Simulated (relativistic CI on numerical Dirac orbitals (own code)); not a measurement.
# Rh+ (4d8) in a crystal field

Calculated by Dirac-Coulomb-Breit CI, KLI orbitals optimised for each configuration, QED by a radiative potential, one configuration in a parametric crystal field, unscaled Slater integrals (own radial code). With so little scaling, terms lie 10 to 35 % too far apart, which can change the order of excited levels.

Field parameters in Wybourne normalisation: D3d B²₀ = −7Dσ, B⁴₀ = −14Dq − 21Dτ, B⁴₃ = −14√(10/7) Dq; D4h B²₀ = −7Ds, B⁴₀ = 21(Dq − Dt), B⁴₄ = 21√(5/14) Dq; Oh B⁴₀ = 21Dq, B⁴₄ = √(5/14) B⁴₀; Td as Oh with Dq negative (B⁴₀ = 21Dq, B⁴₄ = √(5/14) B⁴₀). The field is a parameter set, without covalency.

S is read from ⟨S²⟩ = S(S + 1).

Powder χT (cm³ K mol⁻¹) by Van Vleck's formula, with temperature-independent terms:

```csv
Field,2 K,5 K,10 K,20 K,50 K,100 K,200 K,300 K
"D3d, 10Dq = 14200, Dσ = -370, Dτ = -350 cm⁻¹",0.459,0.98,1.24,1.32,1.35,1.36,1.37,1.39
"D3d, 10Dq = 19000, Dσ = 920, Dτ = -40 cm⁻¹",0.924,1.13,1.2,1.23,1.24,1.24,1.25,1.26
"D3d, 10Dq = 26250, Dσ = -490, Dτ = -10 cm⁻¹",1.05,1.15,1.16,1.17,1.17,1.18,1.18,1.19
"D4h, 10Dq = 13500, Ds = 60, Dt = 220 cm⁻¹",0.401,0.906,1.22,1.33,1.36,1.37,1.39,1.41
"D4h, 10Dq = 24750, Ds = 1770, Dt = 850 cm⁻¹",0.269,0.653,1.01,1.18,1.23,1.25,1.26,1.27
"Oh, 10Dq = 26950 cm⁻¹",1.16,1.16,1.16,1.17,1.17,1.17,1.18,1.19
"Td, 10Dq = -3250 cm⁻¹",0.0209,0.0523,0.105,0.209,0.523,1.04,1.95,2.49
"Td, 10Dq = -11450 cm⁻¹",0.013,0.0324,0.0649,0.13,0.324,0.648,1.27,1.74
```

Problem. For D3d, 10Dq = 19000, Dσ = 920, Dτ = -40 cm⁻¹: what effective moment follows at 300 K?

Solution. μ_eff = √(8χT) = 3.18 μB. The ground level has S = 1.00; the spin-only moment for S = 1 is 2.83 μB. The difference comes from the orbital moment, spin-orbit mixing of terms and temperature-independent paramagnetism, all larger in this ionic model than in covalent complexes.
